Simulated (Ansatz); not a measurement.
A relaxation, step by step

CH$_{3}$ClK (charge +1), closed shell, PBE0-D4/def2-TZVP (Ansatz 0.2.0). Settings:

```yaml
hamiltonian: {xc: pbe0, dispersion: d4}
relax: {f_tol: 0.005, max_steps: 200}
```

Start:

K1  (-0.037, 0.034, -3.573)
C2  (0.032, -0.102, 0.844)
Cl3  (-0.229, 0.904, -0.646)
H4  (-0.877, -0.707, 1.009)
H5  (0.191, 0.607, 1.674)
H6  (0.922, -0.736, 0.691)
(Å)

```csv
step,energy less the last (meV),largest force component (eV/Å)
1,22.6,0.470
2,3.5,0.184
3,1.1,0.086
4,0.8,0.032
5,0.6,0.014
6,0.5,0.022
7,0.3,0.028
8,0.2,0.025
9,0.1,0.021
10,0.0,0.021
11,0.0,0.014
12,0.0,0.003
```

Step 3, positions (Å) and forces (eV/Å):

| atom | x | y | z | Fx | Fy | Fz |
| --- | --- | --- | --- | --- | --- | --- |
| K1 | -0.039 | 0.023 | -3.558 | 0.000 | -0.007 | -0.018 |
| C2 | 0.032 | -0.101 | 0.843 | -0.016 | 0.058 | -0.086 |
| Cl3 | -0.223 | 0.906 | -0.624 | 0.009 | -0.023 | 0.065 |
| H4 | -0.863 | -0.697 | 0.992 | -0.011 | -0.016 | 0.011 |
| H5 | 0.186 | 0.591 | 1.665 | 0.002 | 0.003 | 0.022 |
| H6 | 0.908 | -0.720 | 0.682 | 0.015 | -0.014 | 0.007 |

Step 4, positions (Å) and forces (eV/Å):

```tsv
atom	x	y	z	Fx	Fy	Fz
K1	-0.041	0.019	-3.558	0.000	-0.006	-0.013
C2	0.031	-0.100	0.841	-0.006	0.021	-0.032
Cl3	-0.220	0.910	-0.621	0.002	0.006	0.017
H4	-0.863	-0.698	0.988	-0.007	-0.012	0.008
H5	0.184	0.588	1.667	0.001	0.001	0.015
H6	0.909	-0.719	0.682	0.010	-0.010	0.006
```

Step 7, positions (Å) and forces (eV/Å):

```
atom       x       y       z      Fx      Fy      Fz
  K1  -0.091  -0.009  -3.555  -0.001   0.003   0.008
  C2   0.035  -0.097   0.838  -0.006  -0.011   0.026
 Cl3  -0.152   0.947  -0.609   0.003  -0.007  -0.002
  H4  -0.857  -0.710   0.927   0.025   0.018  -0.005
  H5   0.137   0.570   1.690  -0.006  -0.013  -0.028
  H6   0.928  -0.701   0.709  -0.016   0.011   0.000
```

Last step (12):

```
6
angstrom
K -0.1642 -0.0096 -3.5513
C 0.0413 -0.0970 0.8383
Cl -0.0529 0.9484 -0.6166
H -0.8438 -0.7258 0.8605
H 0.0678 0.5690 1.6957
H 0.9519 -0.6851 0.7735
```

Hardware: 2 CPU threads of an Arm Neoverse V1, shared host. Wall time about 33 s.
